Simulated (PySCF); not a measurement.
Species: F2O2Se.
InChI=1S/F2O2Se/c1-5(2,3)4

Computed, not measured: PySCF 2.14.0, PBE0-D3(BJ)/def2-SVP geometry optimisation, gas phase.

Take the most abundant isotopes and a rigid rotor. 

What are A, B and C (MHz)?

Ia = 122.68, Ib = 123.86, Ic = 128.62 u·Å²; 505379 MHz·u·Å²/I gives A = 4120, B = 4080, C = 3929 MHz.

What kind of rotor is it?

An asymmetric top. Ray's parameter κ = (2B − A − C)/(A − C) = 0.586; −1 is the prolate and +1 the oblate limit.

Is it planar, by Δ = Ic − Ia − Ib?

Not planar: Δ = Ic − Ia − Ib = -117.92 u·Å². For a rigid frame Δ = −2 Σ m c², so Σ m c² = 58.96 u·Å² lies off the ab plane. The atom farthest from that plane is 1.25 Å away.

Give the other two planar moments, Paa and Pbb, and the rms extents of the mass along the axes.

Paa = Σ m a² = (Ib + Ic − Ia)/2 = 64.90 and Pbb = Σ m b² = (Ia + Ic − Ib)/2 = 63.72 u·Å². With the mass M = 149.90 u, the rms extents √(P/M) along a, b and c are 0.66, 0.65, 0.63 Å.

Give the coordinates in the principal-axis frame, origin at the centre of mass.

The sense of each axis is arbitrary; atoms in the order of the calculation.
| atom | mass (u) | a (Å) | b (Å) | c (Å) |
| --- | --- | --- | --- | --- |
| O1 | 15.995 | -0.856 | -1.407 | 0.011 |
| Se2 | 79.917 | -0.149 | 0.001 | -0.001 |
| O3 | 15.995 | -0.841 | 1.416 | -0.022 |
| F4 | 18.998 | 1.037 | -0.021 | -1.238 |
| F5 | 18.998 | 1.018 | 0.010 | 1.253 |

List the rotational levels J(Ka,Kc) to J = 3 (MHz).

Above 0(0,0):
J = 1: 1(0,1) 8009, 1(1,1) 8049, 1(1,0) 8200
J = 2: 2(0,2) 23910, 2(1,2) 23917, 2(1,1) 24370, 2(2,1) 24488, 2(2,0) 24606
J = 3: 3(0,3) 47658, 3(1,3) 47659, 3(1,2) 48483, 3(2,2) 48516, 3(2,1) 48914, 3(3,1) 49150, 3(3,0) 49231

Which types of transition are allowed, and where do some lines up to J = 3 fall?

The dipole components are |μa| = 0.43 D, |μb| = 0.00 D, |μc| = 0.00 D; the symmetry axis of this C2v structure is a, so μb and μc vanish by symmetry and there are no b-type or c-type lines. Some lines, for components of 0.1 D or more:

```
type  branch         J(Ka,Kc)    MHz  lower level (cm⁻¹)
   a       Q  3(2,1) ← 3(2,2)    398               1.618
   a       Q  2(1,1) ← 2(1,2)    453               0.798
   a       Q  3(1,2) ← 3(1,3)    825               1.590
   a       R  1(0,1) ← 0(0,0)   8009               0.000
   a       R  2(1,2) ← 1(1,1)  15868               0.268
   a       R  2(0,2) ← 1(0,1)  15900               0.267
   a       R  2(1,1) ← 1(1,0)  16170               0.274
   a       R  3(1,3) ← 2(1,2)  23742               0.798
   a       R  3(0,3) ← 2(0,2)  23748               0.798
   a       R  3(2,2) ← 2(2,1)  24028               0.817
   a       R  3(1,2) ← 2(1,1)  24114               0.813
   a       R  3(2,1) ← 2(2,0)  24308               0.821
```

Estimate the classical rotational partition function at 25 K, 50 K and 500 K.

Point group C2v, symmetry number σ = 2; q = (√π/σ)·√((kT/h)³/(ABC)), k/h = 20836.6 MHz/K: 1300 at 25 K, 3670 at 50 K, 116000 at 500 K.

Whether it is a minimum is left open (no frequencies). Zero-point vibration and centrifugal distortion are left out.
